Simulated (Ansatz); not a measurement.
Ansatz (a first-principles code) input:

Ansatz 0.2 input:
```yaml
crystal:
  periodic: [false, false, false]
  atoms:
    - {symbol: C, position_ang: [-1.81838762, 0.65502594, 0.39951413]}
    - {symbol: C, position_ang: [-1.05814388, -0.46943758, 0.27022932]}
    - {symbol: B, position_ang: [0.41416476, -0.17791716, -0.08972055]}
    - {symbol: O, position_ang: [0.76751963, 1.14209730, -0.23158128]}
    - {symbol: O, position_ang: [1.40647009, -1.14653733, -0.28061647]}
    - {symbol: H, position_ang: [-2.87580514, 0.43395871, 0.65855049]}
    - {symbol: H, position_ang: [-1.43165227, -1.49828633, 0.40391924]}
    - {symbol: H, position_ang: [-0.12666442, 1.57156083, -0.03988611]}
    - {symbol: H, position_ang: [2.23056934, -0.69565725, -0.49485952]}
basis:
  gaussian:
    orbitals: STO-3G
hamiltonian:
  xc: {name: PBE0}
total_charge: -1
```

Task: Predict the final energy.

Result: -250.17354 Eh (PBE0/STO-3G). The basis has 29 functions.

It need not be the lowest isomer of its formula. Whether it binds its extra electron was not tested at this geometry.
